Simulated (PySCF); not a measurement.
**Computed properties of germanium monoxide (GeO), SMILES [Ge]=[O]**

GeO, SMILES [O]=[Ge] (connectivity only; charge and spin as stated), neutral, multiplicity 1. Coordinates come from a B3LYP-D3(BJ)/def2-TZVPD optimisation. Other conformers were not sampled. All values are computed for the isolated molecule unless a solvent is named; none is compared with measurement here.

**Structure.** The optimised structure has C∞v symmetry. All 1 harmonic modes at B3LYP-D3(BJ)/def2-TZVPD (PySCF) are real, so it is a minimum.

**Vibrations.** The strongest infrared lines (harmonic, unscaled, degenerate partners summed) lie at 1001 cm⁻¹ (66 km/mol, O 82 %, Ge 18 %). The softest mode is at 1001 cm⁻¹ and the zero-point energy is 1.4 kcal/mol.

**Electronic structure.** PBE0/def2-TZVPD (PySCF) places the frontier levels at -8.55 and -2.14 eV, a gap of 6.41 eV, and gives a dipole moment of 3.48 D and a mean polarisability of 31.8 bohr³. PBE/def2-TZVPD (PySCF) at the same geometry gives -7.24 and -2.92 eV, so its gap is 2.09 eV narrower. An orbital gap is neither the optical nor the fundamental gap.

**Excitations.** TDDFT-M06-2X/def2-TZVPD (PySCF) has S1 at 4.54 eV (273 nm, f = 0.000, dark); the most intense of the 10 singlets computed lies at 8.83 eV (f = 0.83). Strengths of degenerate partners are summed. T1 (TDA) is at 3.70 eV. TDDFT-PBE/def2-TZVPD (PySCF) puts S1 at 4.67 eV. No vertical singlet excitation falls in the visible range (under 3.1 eV).
